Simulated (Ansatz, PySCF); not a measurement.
Species: C3H6O, charge 0, multiplicity 1. SMILES: C[C@H]1CO1
Structure (B3LYP-D3(BJ)/def2-TZVP (Ansatz, a first-principles code) minimum search):
```xyz
10

C     -1.5095     0.1353    -0.0295
C     -0.1424    -0.4792    -0.1055
C      1.0242     0.2621    -0.5856
O      0.8383     0.0192     0.8123
H     -2.0569    -0.2511     0.8326
H     -2.0846    -0.1000    -0.9282
H     -1.4388     1.2192     0.0666
H     -0.1200    -1.5621    -0.2107
H      0.9041     1.2970    -0.8935
H      1.8563    -0.2662    -1.0411
```

Harmonic wavenumbers (cm⁻¹) at B3LYP/6-31G* (Ansatz, at its own minimum) and at B3LYP-D3(BJ)/def2-TZVP (PySCF, at the structure above). 6-31G* holds six Cartesian d functions. Modes are numbered in rising order, 24 in all, and paired by that order; shown are modes over 250 cm⁻¹ that lie over 6 % from every other mode at both levels, one of each degenerate set, at most eight drawn at random. The second level is harmonic too, so this factor is not the one that brings values to measured fundamentals.

```csv
mode,B3LYP/6-31G* (x),B3LYP-D3(BJ)/def2-TZVP (y)
2,364,368
3,410,413
5,856,846
6,913,909
7,985,975
13,1305,1296
```

Q: Fit one scale factor, y = λ·x, by least squares, and use it for mode 4, which lies at 783 cm⁻¹ at B3LYP/6-31G*.

A: λ = Σxy/Σx² = 4509030/4540151 = 0.9931; the rows scatter about it by 4 cm⁻¹ (root mean square). Prediction for mode 4: 778 cm⁻¹. The wavenumber at B3LYP-D3(BJ)/def2-TZVP is 773 cm⁻¹, so the fit misses by +5 cm⁻¹, against +10 cm⁻¹ without it. The fit is meant for this molecule alone.
